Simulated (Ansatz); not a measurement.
Relaxation of C₂H₅InOSi (10 atoms, charge 0, multiplicity 1), to a largest force component of 0.015 eV/Å in at most 40 steps.

The calculation used RKS PBE0/def2-SVP in Ansatz 0.2.0.

```xyz
10
Properties=species:S:1:pos:R:3:forces:R:3
C -1.192 0.869 2.764 -0.49 0.38 0.45
C -0.383 0.226 2.146 1.44 -1.12 -1.39
In 0.995 -0.873 0.946 -0.32 0.19 1.14
O 0.827 -0.706 -0.997 -0.62 0.57 0.62
Si 1.421 -1.282 -2.383 -0.07 0.07 -0.17
H -1.898 1.425 3.320 -0.55 0.44 0.43
H 2.245 -1.931 1.397 0.13 -0.08 0.17
H 1.132 -0.229 -3.360 0.08 0.17 -0.73
H 2.869 -1.531 -2.276 0.52 -0.14 -0.15
H 0.728 -2.539 -2.705 -0.11 -0.48 -0.37
```

Q: Where does it end, and by what steps?

A: It converged. The force dipped under the threshold on the way, but the program's further checks kept it going. After 15 steps the energy has fallen by 0.178 eV; H7 moved furthest, 0.52 Å.

```json
{"step": "0", "energy less start (eV)": "0.0000", "largest force component (eV/Å)": "1.438", "accepted": "yes"}
{"step": "1", "energy less start (eV)": "-0.1635", "largest force component (eV/Å)": "0.289", "accepted": "yes"}
{"step": "2", "energy less start (eV)": "-0.1712", "largest force component (eV/Å)": "0.140", "accepted": "yes"}
{"step": "3", "energy less start (eV)": "-0.1720", "largest force component (eV/Å)": "0.057", "accepted": "yes"}
{"step": "4", "energy less start (eV)": "-0.1729", "largest force component (eV/Å)": "0.028", "accepted": "yes"}
{"step": "5", "energy less start (eV)": "-0.1737", "largest force component (eV/Å)": "0.013", "accepted": "yes"}
{"step": "6", "energy less start (eV)": "-0.1736", "largest force component (eV/Å)": "0.113", "accepted": "no"}
{"step": "7", "energy less start (eV)": "-0.1748", "largest force component (eV/Å)": "0.024", "accepted": "yes"}
{"step": "8", "energy less start (eV)": "-0.1749", "largest force component (eV/Å)": "0.061", "accepted": "yes"}
{"step": "9", "energy less start (eV)": "-0.1748", "largest force component (eV/Å)": "0.078", "accepted": "no"}
{"step": "10", "energy less start (eV)": "-0.1760", "largest force component (eV/Å)": "0.015", "accepted": "yes"}
{"step": "11", "energy less start (eV)": "-0.1764", "largest force component (eV/Å)": "0.003", "accepted": "yes"}
{"step": "12", "energy less start (eV)": "-0.1770", "largest force component (eV/Å)": "0.048", "accepted": "yes"}
{"step": "13", "energy less start (eV)": "-0.1773", "largest force component (eV/Å)": "0.032", "accepted": "yes"}
{"step": "14", "energy less start (eV)": "-0.1776", "largest force component (eV/Å)": "0.014", "accepted": "yes"}
{"step": "15", "energy less start (eV)": "-0.1777", "largest force component (eV/Å)": "0.015", "accepted": "yes"}
```

```xyz
10
Properties=species:S:1:pos:R:3
C -1.233 0.775 2.744
C -0.373 0.209 2.091
In 1.120 -0.770 1.015
O 0.721 -0.771 -0.942
Si 1.336 -1.308 -2.371
H -1.995 1.275 3.317
H 2.560 -1.532 1.524
H 1.513 -0.171 -3.330
H 2.675 -1.969 -2.193
H 0.419 -2.310 -3.002
```

Whether the end is a true minimum wasn't checked by a vibrational analysis.

The run took 63 s on 2 threads of Arm Neoverse V1, with other jobs on the host, peak memory 0.27 GiB.
